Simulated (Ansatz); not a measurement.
| atom | x (Å) | y (Å) | z (Å) |
| --- | --- | --- | --- |
| Cr | 0.0000 | 0.0000 | 0.0000 |
| O | 0.0000 | 1.8860 | 0.0000 |
| S | 0.0000 | -2.2448 | 0.0000 |

Basis set: pcseg-2 (spherical functions). Charge 0, multiplicity 5.

Computed with Ansatz (development build ahead of 0.2.0); each method stands on the lowest determinant of its kind that the runs found. Restricted functionals stand beside restricted open-shell atoms, which can lie above the unrestricted atoms usual in DFT and then raise those values.

The atomization energy at this shape (free ground-state atoms in the same class of orbitals less the molecule, no zero-point energy) of quintet CrSO:

```json
{"method": "ωB97X (restricted open-shell)", "atomization energy": "560.0 kJ/mol"}
```

Task: What does ωB97X (unrestricted) give?

Result: 630.4 kJ/mol. Caution: another spin multiplicity may lie lower. Caution for ωB97X (unrestricted): the unrestricted determinant is a mixture of spin states. Caution for ωB97X (restricted open-shell): an unrestricted determinant lies well below.

The shape needn't be a minimum at these levels.
